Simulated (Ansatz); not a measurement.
Species: C3H8O2, charge 0, singlet. C3H8O2 (dimethoxymethane, SMILES COCOC).
B3LYP-D3(BJ)/def2-TZVP minimum from Ansatz (an electronic-structure program):
```
C
O 1 1.3808
H 1 1.0964 2 106.78
H 1 1.1056 3 109.54 2 -120.44
O 1 1.4123 3 110.39 4 -119.97
C 5 1.4110 1 112.56 3 66.01
H 6 1.0882 5 107.26 1 179.44
H 6 1.0977 7 108.89 5 -120.91
H 6 1.0979 7 109.01 8 -118.15
C 2 1.4211 1 113.97 3 -172.46
H 10 1.0880 2 106.73 1 174.03
H 10 1.0915 11 109.66 2 -120.70
H 10 1.0969 11 109.25 12 -119.55
```
Charge 0, spin multiplicity 1.

Total energies in hartree (Ansatz). Open shells are spin-unrestricted; no spin-orbit coupling. Correlated methods leave the cores frozen. No relativity. Where a partner has so few electrons that a lower coupled-cluster level is exact, that level stands in.

| species | HF/cc-pVTZ | CCSD(T)/cc-pVTZ | HF/cc-pVQZ | CCSD(T)/cc-pVQZ | CCSD(T)/cc-pVDZ | CCSDT(Q)/cc-pVDZ |
|---|---|---|---|---|---|---|
| 1: C3H8O2 (dimethoxymethane, SMILES COCOC) | -268.05468 | -269.13319 | -268.07432 | -269.21768 | -268.84293 | -268.84564 |
| 2: C (triplet) | -37.69157 | -37.78076 | -37.69331 | -37.78654 | -37.76038 | -37.76071 |
| 3: O (triplet) | -74.81176 | -74.97396 | -74.81729 | -74.99357 | -74.90995 | -74.91013 |
| 4: H (doublet) | -0.49981 | -0.49981 | -0.49995 | -0.49995 | -0.49928 | -0.49928 |

### Question
Work out the atomisation energy (electronic, to ground-state atoms) in kJ/mol: take Hartree-Fock from cc-pVQZ, extrapolate the CCSD(T) correlation energy as X^-3 (X = 3, 4), and add CCSDT(Q) - CCSD(T) in cc-pVDZ. 1 hartree = 2625.5 kJ/mol.

### Answer

Species 1: correlation (64·(-1.14336) - 27·(-1.07851))/37 = -1.19068; step -0.00271; E1 = -268.07432 + (-1.19068) + (-0.00271) = -269.26771
Species 2: correlation (64·(-0.09323) - 27·(-0.08919))/37 = -0.09618; step -0.00033; E2 = -37.69331 + (-0.09618) + (-0.00033) = -37.78982
Species 3: correlation (64·(-0.17628) - 27·(-0.16220))/37 = -0.18655; step -0.00018; E3 = -74.81729 + (-0.18655) + (-0.00018) = -75.00402
Species 4: correlation (64·(0.00000) - 27·(0.00000))/37 = 0.00000; step +0.00000; E4 = -0.49995 + (0.00000) + (+0.00000) = -0.49995
-1·E1 +3·E2 +2·E3 +8·E4 = 1.89061 hartree = 4963.8 kJ/mol.
